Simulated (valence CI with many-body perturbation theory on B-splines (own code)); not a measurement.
# From CI to CI+MBPT in Xe31+

Calculated by valence CI with perturbative core correlation (CI+MBPT): five valence electrons over a frozen Dirac-Fock core [Ar], a basis of 7 s, 7 p, 8 d, 6 f, 4 g, 1 h functions for each j, with the one-electron correlation potential Σ1, the two-electron term Σ2, the three-electron term Σ3, Breit, model QED; selected CI, second order for the rest (own B-spline code, finite nucleus).

No measured spectrum was set against this ion. As an estimate, large intervals hold to a few tenths of a per cent, small ones and those within an open d or f shell to about a per cent. Only levels of the ground parity were solved; by the run's estimate the other parity begins above the list, which can be wrong where configurations are misplaced.

Each rung adds one term. CI alone is the Dirac-Coulomb CI over the frozen core; QED comes last and gives the full result, which names the levels. Energies are above (3d3/2^4 3d5/2) J=5/2 on the same rung, in cm⁻¹.

Levels are named by their leading jj configuration (3d3/2^4 stands for four electrons in 3d with j = 3/2), which in mixed levels can hold well under half, so a name can repeat and another be missing. Letters in brackets count levels of one name in rising energy.

```
                      Level  CI alone     Σ1     Σ2     Σ3   Breit   QED    Full
(3d3/2^3 3d5/2^2) J=5/2 [a]     93822   +177  -1206   -481    +104   +54   92470
(3d3/2^3 3d5/2^2) J=7/2 [a]    153698   +472  -1201   -408   -2800  +158  149919
(3d3/2^3 3d5/2^2) J=3/2 [a]    158509   +477  -2866   -863    -589  +158  154825
   (3d3/2^3 3d5/2^2) J=11/2    164377   +519   +993  -1147   -6823  +178  158097
    (3d3/2^3 3d5/2^2) J=9/2    179880   +629   -277   -501   -5028  +219  174921
(3d3/2^3 3d5/2^2) J=5/2 [b]    181689   +757  -1383   -327   -2912  +272  178095
    (3d3/2^3 3d5/2^2) J=1/2    192553   +697  -3036   -641   -1766  +245  188052
(3d3/2^3 3d5/2^2) J=7/2 [b]    225349   +722  -3133   -936   -3541  +235  218696
(3d3/2^2 3d5/2^3) J=5/2 [a]    235054   +945  -2089    -29   -3564  +353  230670
(3d3/2^2 3d5/2^3) J=7/2 [a]    261034  +1096  -1816   -767   -5486  +413  254475
   (3d3/2^2 3d5/2^3) J=11/2    264532  +1229  +3085  -1239   -9112  +462  258956
(3d3/2^3 3d5/2^2) J=3/2 [b]    267311   +920  -3437   -190   -2916  +323  262011
(3d3/2^2 3d5/2^3) J=9/2 [a]    280951  +1165   -850   -537   -7350  +428  273806
(3d3/2^2 3d5/2^3) J=1/2 [a]    279150  +1365  -2258    +93   -4116  +520  274753
(3d3/2^2 3d5/2^3) J=3/2 [a]    288727  +1343  -1273   -677   -4215  +506  284410
   (3d3/2^2 3d5/2^3) J=13/2    293314  +1318  +3893  -1704  -12657  +492  284656
(3d3/2^2 3d5/2^3) J=5/2 [b]    306090  +1317  -2542   -128   -5359  +481  299859
(3d3/2^2 3d5/2^3) J=9/2 [b]    334169  +1355    +29  -1298   -7530  +493  327218
(3d3/2^2 3d5/2^3) J=7/2 [b]    349887  +1385  -3605   -289   -7993  +496  339881
```

The middle columns are the shifts that each term adds.

Q: How does the ionisation energy move along the ladder, and which term matters most?

A: CI alone 1906.9, + Σ1 1909.1, + Σ2 1918.6, + Σ3 1918.7, + Breit 1918.6, + QED 1918.6 eV. The largest step is Σ2, 9.5 eV. NIST lists 1919 ± 4 eV (theoretical).
